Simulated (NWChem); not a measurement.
System: CaO; SMILES [O]=[Ca]

Input file for NWChem:

```
start job
memory heap 200 mb stack 900 mb global 1100 mb
geometry units angstroms noautosym nocenter noautoz
  Ca     0.000000     0.000000    -0.622636
  O      0.000000     0.000000     1.413507
end
basis spherical
  Ca library def2-svpd
  O library def2-svpd
end
dft
  xc hfexch
  iterations 150
end
tddft
  cis
  nroots 8
  notriplet
end
task tddft energy
```

Output (shortened):

```
             Northwest Computational Chemistry Package (NWChem) 7.3.0
             --------------------------------------------------------

                             Geometry "geometry" -> ""
                             -------------------------

 Output coordinates in angstroms (scale by  1.889725989 to convert to a.u.)

  No.       Tag          Charge          X              Y              Z
 ---- ---------------- ---------- -------------- -------------- --------------
    1 Ca                  20.0000     0.00000000     0.00000000    -0.62263600
    2 O                    8.0000     0.00000000     0.00000000     1.41350700

 Effective nuclear repulsion energy (a.u.)      41.5827178346

  xc_inp: hfexch multiplicative factor not found.

                                 NWChem DFT Module
                                 -----------------

 Summary of "ao basis" -> "ao basis" (spherical)
 ------------------------------------------------------------------------------
       Tag                 Description            Shells   Functions and Types
 ---------------- ------------------------------  ------  ---------------------
 Ca                        def2-svpd                11       27   5s4p2d
 O                         def2-svpd                 9       23   4s3p2d

            General Information
            -------------------
          SCF calculation type: DFT
          Wavefunction type:  closed shell.
          No. of atoms     :     2
          No. of electrons :    28
           Alpha electrons :    14
            Beta electrons :    14
          Charge           :     0
          Spin multiplicity:     1
          Use of symmetry is: off; symmetry adaption is: off
          Maximum number of iterations: 150
          AO basis - number of functions:    50
                     number of shells:    20
          Convergence on energy requested:  1.00D-06
          Convergence on density requested:  1.00D-05
          Convergence on gradient requested:  5.00D-04

              XC Information
              --------------
                     Hartree-Fock (Exact) Exchange  1.000

      Superposition of Atomic Density Guess
      -------------------------------------

 Sum of atomic energies:        -751.35512214

      Non-variational initial energy
      ------------------------------

 Total energy =    -751.091869
 1-e energy   =   -1111.891426
 2-e energy   =     319.216840
 HOMO         =      -0.462019
 LUMO         =      -0.159620

   convergence    iter        energy       DeltaE   RMS-Dens  Diis-err
 ---------------- ----- ----------------- --------- --------- ---------
 d= 0,ls=0.0,diis     1   -751.0802597911 -7.93D+02  7.69D-02  2.23D+00
 d= 0,ls=0.0,diis     2   -744.2910080280  6.79D+00  7.57D-02  1.43D+01
 d= 0,ls=0.0,diis     3   -751.2215155417 -6.93D+00  1.22D-02  1.12D+00
 d= 0,ls=0.0,diis     4   -751.3741173192 -1.53D-01  5.30D-03  6.28D-02
 d= 0,ls=0.0,diis     5   -751.3845348816 -1.04D-02  1.21D-03  9.44D-03
  Resetting Diis
 d= 0,ls=0.0,diis     6   -751.3856553619 -1.12D-03  7.44D-04  4.28D-04
 d= 0,ls=0.0,diis     7   -751.3858050492 -1.50D-04  2.35D-04  2.58D-05
 d= 0,ls=0.0,diis     8   -751.3858272710 -2.22D-05  1.55D-04  1.48D-05
 d= 0,ls=0.0,diis     9   -751.3858360125 -8.74D-06  3.90D-04  1.03D-05
 d= 0,ls=0.0,diis    10   -751.3858504526 -1.44D-05  1.17D-04  1.06D-06
 d= 0,ls=0.0,diis    11   -751.3858519486 -1.50D-06  4.70D-05  1.89D-07
 d= 0,ls=0.0,diis    12   -751.3858521665 -2.18D-07  1.05D-05  1.57D-08
 d= 0,ls=0.0,diis    13   -751.3858521800 -1.35D-08  2.56D-06  7.57D-10

         Total DFT energy =     -751.385852179968
      One electron energy =    -1116.062219594370
           Coulomb energy =      366.618810529397
    Exchange-Corr. energy =      -43.525160949621
 Nuclear repulsion energy =       41.582717834627

 Numeric. integr. density =        0.000000000000

                       DFT Final Molecular Orbital Analysis
                       ------------------------------------

[...]

                                NWChem TDDFT Module
                                -------------------

            General Information
            -------------------
           No. of orbitals :     100
            Alpha orbitals :      50
             Beta orbitals :      50
        Alpha frozen cores :       0
         Beta frozen cores :       0
     Alpha frozen virtuals :       0
      Beta frozen virtuals :       0
         Spin multiplicity :       1
    Number of AO functions :      50
        Use of symmetry is : off
      Symmetry adaption is : off
         Schwarz screening :  0.10D-07

              XC Information
              --------------
              Hartree-Fock (Exact) Exchange   1.00

             TDDFT Information
             -----------------
          Calculation type : CIS
         Wavefunction type : Restricted singlets
          No. of electrons :      28
           Alpha electrons :      14
            Beta electrons :      14
              No. of roots :       8
          Max subspacesize :    5600
            Max iterations :     100
               Target root :       1
           Target symmetry : none
      Symmetry restriction : off
                 Algorithm : Optimal
        Davidson threshold :  0.10D-03

    8 smallest eigenvalue differences (eV)
--------------------------------------------------------
  No. Spin  Occ  Vir  Irrep   E(Occ)    E(Vir)   E(Diff)
--------------------------------------------------------
    1    1   14   15 a        -0.259    -0.038     6.000
    2    1   13   15 a        -0.259    -0.038     6.000
    3    1   12   15 a        -0.275    -0.038     6.447
    4    1   14   16 a        -0.259     0.020     7.593
    5    1   14   17 a        -0.259     0.020     7.593
    6    1   13   16 a        -0.259     0.020     7.593
    7    1   13   17 a        -0.259     0.020     7.593
    8    1   12   16 a        -0.275     0.020     8.041
--------------------------------------------------------

  Entering Davidson iterations
  Restricted singlet excited states

  Iter   NTrls   NConv    DeltaV     DeltaE      Time
  ----  ------  ------  ---------  ---------  ---------
    1      8       0     0.11E+00   0.10+100        1.4
    2     16       0     0.49E-01   0.24E-01        2.3
    3     24       0     0.16E-01   0.74E-02        2.2
    4     32       0     0.56E-02   0.40E-03        2.2
    5     40       0     0.42E-02   0.59E-04        2.2
    6     48       3     0.10E-01   0.13E-03        2.3
    7     53       3     0.37E-02   0.85E-04        2.1
    8     58       7     0.18E-02   0.16E-04        1.4
    9     59       7     0.81E-03   0.29E-05        1.3
   10     60       7     0.46E-03   0.35E-06        2.0
   11     61       7     0.26E-03   0.15E-06        2.0
   12     62       8     0.78E-04   0.19E-07        1.5
  ----  ------  ------  ---------  ---------  ---------
  Convergence criterion met

  Ground state a        -751.385852179968 a.u.

  ----------------------------------------------------------------------------
  Root   1 singlet a              0.058112442 a.u.                1.5813 eV
  ----------------------------------------------------------------------------
     Transition Moments    X  0.18559   Y -0.35088   Z -0.00000
     Dipole Oscillator Strength                    0.0061041024
     Electric Quadrupole                           0.0000000004
     Magnetic Dipole                               0.0000000119
     Total Oscillator Strength                     0.0061041147

     Occ.   13  a   ---  Virt.   15  a       -0.29787
     Occ.   13  a   ---  Virt.   18  a        0.08032
     Occ.   13  a   ---  Virt.   19  a       -0.08364
     Occ.   14  a   ---  Virt.   15  a        0.87553
     Occ.   14  a   ---  Virt.   18  a       -0.23608
     Occ.   14  a   ---  Virt.   19  a        0.24583
     Occ.   14  a   ---  Virt.   24  a        0.05277
     Occ.   14  a   ---  Virt.   32  a        0.05043
     Occ.   14  a   ---  Virt.   35  a        0.07198
  ----------------------------------------------------------------------------
  Root   2 singlet a              0.058112443 a.u.                1.5813 eV
  ----------------------------------------------------------------------------
     Transition Moments    X -0.35093   Y -0.18561   Z  0.00000
     Dipole Oscillator Strength                    0.0061058060
     Electric Quadrupole                           0.0000000004
     Magnetic Dipole                               0.0000000119
     Total Oscillator Strength                     0.0061058183

     Occ.   13  a   ---  Virt.   15  a        0.87553
     Occ.   13  a   ---  Virt.   18  a       -0.23610
     Occ.   13  a   ---  Virt.   19  a        0.24581
     Occ.   13  a   ---  Virt.   24  a        0.05275
     Occ.   13  a   ---  Virt.   32  a        0.05043
     Occ.   13  a   ---  Virt.   35  a        0.07198
     Occ.   14  a   ---  Virt.   15  a        0.29787
     Occ.   14  a   ---  Virt.   18  a       -0.08033
     Occ.   14  a   ---  Virt.   19  a        0.08363
  ----------------------------------------------------------------------------
  Root   3 singlet a              0.086440500 a.u.                2.3522 eV
  ----------------------------------------------------------------------------
     Transition Moments    X -0.00000   Y  0.00000   Z -1.10060
     Dipole Oscillator Strength                    0.0698051966
     Electric Quadrupole                           0.0000000005
     Magnetic Dipole                               0.0000000000
     Total Oscillator Strength                     0.0698051971

[...]
```

Level: Hartree-Fock/def2-SVPD, CIS. Coordinates come from a B3LYP/6-31G* (spherical d) optimisation.
